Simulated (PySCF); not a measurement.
## 2-(methoxymethyl)pyridine (COCc1ccccn1, C$_{7}$H$_{9}$NO)

Molfile (atoms numbered from 1):
```
C7H9NO
     RDKit          3D

 18 18  0  0  0  0  0  0  0  0999 V2000
   -2.7007   -0.2102   -0.5256 C   0  0  0  0  0  0  0  0  0  0  0  0
   -2.1125   -0.8087    0.5933 O   0  0  0  0  0  0  0  0  0  0  0  0
   -1.1850    0.0090    1.2415 C   0  0  0  0  0  0  0  0  0  0  0  0
    0.1517    0.0980    0.5416 C   0  0  0  0  0  0  0  0  0  0  0  0
    0.5804   -0.9165   -0.3203 C   0  0  0  0  0  0  0  0  0  0  0  0
    1.8340   -0.8018   -0.9120 C   0  0  0  0  0  0  0  0  0  0  0  0
    2.6152    0.3129   -0.6164 C   0  0  0  0  0  0  0  0  0  0  0  0
    2.0965    1.2643    0.2611 C   0  0  0  0  0  0  0  0  0  0  0  0
    0.8954    1.1678    0.8229 N   0  0  0  0  0  0  0  0  0  0  0  0
   -1.9582    0.0589   -1.3011 H   0  0  0  0  0  0  0  0  0  0  0  0
   -3.2553    0.7079   -0.2509 H   0  0  0  0  0  0  0  0  0  0  0  0
   -3.4089   -0.9313   -0.9568 H   0  0  0  0  0  0  0  0  0  0  0  0
   -1.0271   -0.4214    2.2451 H   0  0  0  0  0  0  0  0  0  0  0  0
   -1.5639    1.0385    1.3882 H   0  0  0  0  0  0  0  0  0  0  0  0
   -0.0735   -1.7702   -0.5085 H   0  0  0  0  0  0  0  0  0  0  0  0
    2.1994   -1.5747   -1.5932 H   0  0  0  0  0  0  0  0  0  0  0  0
    3.6057    0.4470   -1.0561 H   0  0  0  0  0  0  0  0  0  0  0  0
    2.6828    2.1550    0.5166 H   0  0  0  0  0  0  0  0  0  0  0  0
  1  2  1  0
  2  3  1  0
  3  4  1  0
  4  5  2  0
  5  6  1  0
  6  7  2  0
  7  8  1  0
  8  9  2  0
  9  4  1  0
  1 10  1  0
  1 11  1  0
  1 12  1  0
  3 13  1  0
  3 14  1  0
  5 15  1  0
  6 16  1  0
  7 17  1  0
  8 18  1  0
M  END
```

Theory: quadratic response CAM-B3LYP/aug-cc-pVDZ first hyperpolarisability, Taylor convention, gas phase (PySCF). Geometry: PBE0-D3(BJ)/def2-SVP.

Q: Give the tensor of the second harmonic β(−2ω;ω,ω) at 1064 nm in the axes of these coordinates.

A: In au, Taylor convention; rows are the first index (the induced dipole):
|  | xx | yy | zz | xy | xz | yz |
| --- | --- | --- | --- | --- | --- | --- |
| x | -104.5 | +10.2 | -18.9 | -43.6 | +36.6 | +22.6 |
| y | -44.7 | -65.3 | -37.3 | +9.0 | +21.5 | -14.0 |
| z | +35.7 | -14.7 | +21.6 | +21.4 | -19.1 | -37.0 |

Norm of βᵢ = ⅓ Σⱼ (βᵢⱼⱼ + βⱼᵢⱼ + βⱼⱼᵢ): 190.6 au, hyper-Rayleigh value 77.7 au.
